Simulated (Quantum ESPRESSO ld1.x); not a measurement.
The mean radii <r> (bohr) of the occupied orbitals of an atom or ion are listed with their occupations. All-electron calculation, scalar-relativistic Kohn-Sham, LDA (Slater exchange, Perdew-Zunger correlation), spin-polarised, spherical densities, point nucleus. Program: ld1.x of Quantum ESPRESSO 7.5.

| orbital | occ. | <r> |
|---|---|---|
| 1s up | 1 | 0.05628 |
| 1s down | 1 | 0.05628 |
| 2s up | 1 | 0.2561 |
| 2s down | 1 | 0.2557 |
| 2p up | 3 | 0.2253 |
| 2p down | 3 | 0.2248 |
| 3s up | 1 | 0.7600 |
| 3s down | 1 | 0.7649 |
| 3p up | 3 | 0.7901 |
| 3p down | 2 | 0.7977 |
| 3d up | 5 | 0.8767 |
| 3d down | 1 | 0.9029 |
| 4p up | 1 | 2.347 |

Name the element and its charge. Open shells, if any, are filled with parallel spins first.

Answer. Z = 27, cobalt, charge +3: Co3+ in [Ne] 3s2 3p5 3d6 4p1. The 1s radius gives Z: for a bare nucleus <r> = (2 gamma + 1)/(2Z) with gamma = sqrt(1 - (Z/c)^2), 0.05483 bohr for Z = 27, and screening makes it slightly larger (0.05628 here). The occupations add up to 24, and the charge is Z minus that.
